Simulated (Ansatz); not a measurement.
Two spin states of AuS, each at its own minimum; 2S+1 = 2, 4 were tried, and our sources give no spin for the ground state. No spin–orbit coupling.

Each state is the lowest solution found for its spin in def2 and cc sets.

Correlated levels freeze the inner cores; with def2 sets outer-core shells near the valence are correlated too.

Codes used: Ansatz (Gaussian orbitals). Each number belongs to the level named beside it. In def2 rows elements past Kr take small-core potentials, without spin–orbit coupling.

```tsv
level	energy of the multiplicity-4 state above the multiplicity-2 state (eV)
PBE/def2-TZVPP	…
PBE0/def2-TZVPP	1.448
wB97X-V/def2-TZVPP	…
CCSD/def2-TZVPP	1.487
CCSD(T)/def2-TZVPP	1.467
```

Problem. What belongs in the gaps?

Solution. 
- PBE/def2-TZVPP, energy of the multiplicity-4 state above the multiplicity-2 state (eV): 1.330
- wB97X-V/def2-TZVPP, energy of the multiplicity-4 state above the multiplicity-2 state (eV): 1.638

Ansatz is a program for electronic structure.
